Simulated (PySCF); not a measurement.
K (SMILES [K+]), charge +1, singlet; PySCF with R2SCAN/STO-3G.

The PySCF input:
```python
from pyscf import gto, scf, dft

mol = gto.Mole()
mol.atom = '''
    K     0.000000    0.000000    0.000000
'''
mol.basis = 'sto-3g'
mol.charge = 1
mol.spin = 0
mol.verbose = 4
mol.build()

mf = dft.RKS(mol)
mf.xc = 'r2scan'
mf.kernel()
mf.analyze()
```

The log (banner, timings and long lists left out):

```
PySCF version 2.14.0

[INPUT] verbose = 4
[INPUT] num. atoms = 1
[INPUT] num. electrons = 18
[INPUT] charge = 1
[INPUT] spin (= nelec alpha-beta = 2S) = 0
[INPUT] symmetry False subgroup None
[INPUT] Mole.unit = angstrom
[INPUT] Symbol           X                Y                Z      unit          X                Y                Z       unit  Magmom
[INPUT]  1 K      0.000000000000   0.000000000000   0.000000000000 AA    0.000000000000   0.000000000000   0.000000000000 Bohr   0.0

nuclear repulsion = 0
number of shells = 7
number of NR pGTOs = 39
number of NR cGTOs = 13
basis = sto-3g
ecp = {}

******** <class 'pyscf.dft.rks.RKS'> ********
method = RKS
initial guess = minao
damping factor = 0
level_shift factor = 0
DIIS = <class 'pyscf.scf.diis.CDIIS'>
diis_start_cycle = 1
diis_space = 8
diis_damp = 0
SCF conv_tol = 1e-09
SCF conv_tol_grad = None
SCF max_cycles = 50
direct_scf = True
direct_scf_tol = 1e-13
XC library pyscf.dft.libxc version 7.1.2
    S. Lehtola, C. Steigemann, M. J. T. Oliveira, and M. A. L. Marques,  SoftwareX 7, 1–5 (2018)
XC functionals = r2scan
    J. W. Furness, A. D. Kaplan, J. Ning, J. P. Perdew, and J. Sun,  J. Phys. Chem. Lett. 11, 8208–8215 (2020)
    J. W. Furness, A. D. Kaplan, J. Ning, J. P. Perdew, and J. Sun,  J. Phys. Chem. Lett. 11, 9248–9248 (2020)
    J. W. Furness, A. D. Kaplan, J. Ning, J. P. Perdew, and J. Sun,  J. Phys. Chem. Lett. 11, 8208–8215 (2020)
    J. W. Furness, A. D. Kaplan, J. Ning, J. P. Perdew, and J. Sun,  J. Phys. Chem. Lett. 11, 9248–9248 (2020)
radial grids:
    Treutler-Ahlrichs [JCP 102, 346 (1995); DOI:10.1063/1.469408] (M4) radial grids

becke partition: Becke, JCP 88, 2547 (1988); DOI:10.1063/1.454033
pruning grids: <function nwchem_prune>
grids dens level: 3
symmetrized grids: False
atomic radii adjust function: <function treutler_atomic_radii_adjust>
small_rho_cutoff = 0
Set gradient conv threshold to 3.16228e-05
Initial guess from minao.
tot grids = 20040
init E= -593.361927147158
  HOMO = -0.721848047203202  LUMO = -0.0496288894947797  gap/eV = 18.29201
cycle= 1 E= -593.641796877687  delta_E= -0.28  |g|= 0.121  |ddm|= 1.12
  HOMO = -0.961618915198868  LUMO = -0.173045114764689  gap/eV = 21.45819
cycle= 2 E= -593.646370305883  delta_E= -0.00457  |g|= 0.0463  |ddm|= 0.253
  HOMO = -0.927248802589156  LUMO = -0.158459906906427  gap/eV = 20.91981
cycle= 3 E= -593.6471158882  delta_E= -0.000746  |g|= 0.000538  |ddm|= 0.0685
  HOMO = -0.926918807463885  LUMO = -0.158257518470928  gap/eV = 20.91634
cycle= 4 E= -593.647115992721  delta_E= -1.05e-07  |g|= 3.26e-06  |ddm|= 0.000809
  HOMO = -0.926922099831445  LUMO = -0.158255790138397  gap/eV = 20.91648
cycle= 5 E= -593.647115992724  delta_E= -3.18e-12  |g|= 5.15e-08  |ddm|= 5.16e-06
  HOMO = -0.926922124661267  LUMO = -0.158255777392587  gap/eV = 20.91648
Extra cycle  E= -593.647115992725  delta_E= -7.96e-13  |g|= 2e-08  |ddm|= 1.09e-07
converged SCF energy = -593.647115992725
**** SCF Summaries ****
Total Energy =                        -593.647115992725162
Nuclear Repulsion Energy =               0.000000000000000
One-electron Energy =                 -812.543996928622391
Two-electron Energy =                  218.896880935897201
Two-electron Coulomb Energy =          252.181958565266513
DFT Exchange-Correlation Energy =      -33.285077629369304
HOMO-LUMO gap [eV] =                    20.916476696111420
**** MO energy ****
MO #1   energy= -128.111354303331  occ= 2
MO #2   energy= -13.0035576607476  occ= 2
MO #3   energy= -10.4662642411541  occ= 2
MO #4   energy= -10.4662642411541  occ= 2
MO #5   energy= -10.4662642411541  occ= 2
MO #6   energy= -1.547679328707    occ= 2
MO #7   energy= -0.926922124661272 occ= 2
MO #8   energy= -0.926922124661269 occ= 2
MO #9   energy= -0.926922124661267 occ= 2
MO #10  energy= -0.158255777392587 occ= 0
MO #11  energy= 0.0174355205359415 occ= 0
MO #12  energy= 0.0174355205359508 occ= 0
MO #13  energy= 0.017435520535952  occ= 0
 ** Mulliken pop on meta-lowdin orthogonal AOs  **
 ** Mulliken pop  **
pop of  0 K 1s            1.99999
pop of  0 K 2s            1.99999
pop of  0 K 3s            1.99902
pop of  0 K 4s            0.00099
pop of  0 K 2px           1.99993
pop of  0 K 2py           1.99993
pop of  0 K 2pz           1.99993
pop of  0 K 3px           1.99976
pop of  0 K 3py           1.99976
pop of  0 K 3pz           1.99976
pop of  0 K 4px           0.00031
pop of  0 K 4py           0.00031
pop of  0 K 4pz           0.00031
 ** Mulliken atomic charges  **
charge of    0K =      1.00000

WARN: System has nonzero charge 1; the dipole moment is origin-dependent.
Location of origin: [0. 0. 0.]

Dipole moment(X, Y, Z, Debye):  0.00000, -0.00000, -0.00000
```
